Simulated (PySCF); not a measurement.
C₂H₃O₂, SMILES [CH2]OC=O, multiplicity 2.

Geometry optimised at TPSSh-D3(BJ)/def2-SVP. The geometry has at least one imaginary mode, so it is a saddle point at that level. The isomer is the one that the SMILES or the coordinates give; other isomers of the formula were not compared. The values are those of a single conformer.

Level of theory: B3LYP/def2-TZVPD (PySCF).

Isolated molecule, no solvent.

**Question.** Estimate the frontier levels, dipole moment and polarisability. (The exact figures need the calculation; the answer reports its results.)

**Answer.** 
| Property | Value |
|---|---|
| α spin, highest occupied and lowest empty level | -5.89 and -0.72 eV |
| β spin, highest occupied and lowest empty level | -8.46 and -2.33 eV |
| dipole moment | 1.77 D |
| quadrupole, principal values (traceless, Buckingham form, about the centre of nuclear charge) | -5.67, -0.83, 6.49 D·Å |
| mean static polarisability | 36.1 bohr³ (5.36 Å³) |
| polarisability, principal values | 25.7, 34.8, 47.9 bohr³ |
| ⟨S²⟩ | 0.754 (pure state 0.75) |
